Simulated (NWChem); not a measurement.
Molecule: CH3F3Si; SMILES [SiH3]C(F)(F)F

Results from NWChem. Medium grid unless said otherwise, to which SCAN and Minnesota functionals are sensitive. The geometry was optimised at PBE0/def2-SVP. Hybrids' shares of exact exchange are those that their runs print; pure functionals count as 0. The functionals differ in more than this share.

```csv
row,share of exact exchange,highest occupied level (eV)
PBE/def2-SVP,0.00,-7.78
r2SCAN/def2-SVP,0.00,-8.26
B3LYP/def2-SVP,0.20,-9.19
PBE0/def2-SVP,0.25,withheld
PW6B95/def2-SVP,0.28,-9.61
```

**Question.** Fit a straight line of the last column on the one before it, predict the withheld value, and compare with the run.

**Answer.** 
1. Means of the 4 shown rows: x = 0.120, y = -8.710. Slope Σ(x − x̄)(y − ȳ)/Σ(x − x̄)² = -0.3480/0.06080 = -5.724; intercept -8.023.
2. The shown rows scatter about the line by 0.170 (root mean square); the largest residual is +0.24, at PBE/def2-SVP.
3. At x = 0.25 (PBE0/def2-SVP; inside the shown range) the line gives -9.45.
4. The run gives -9.48, -0.03 from the line, 0.2 times the scatter.
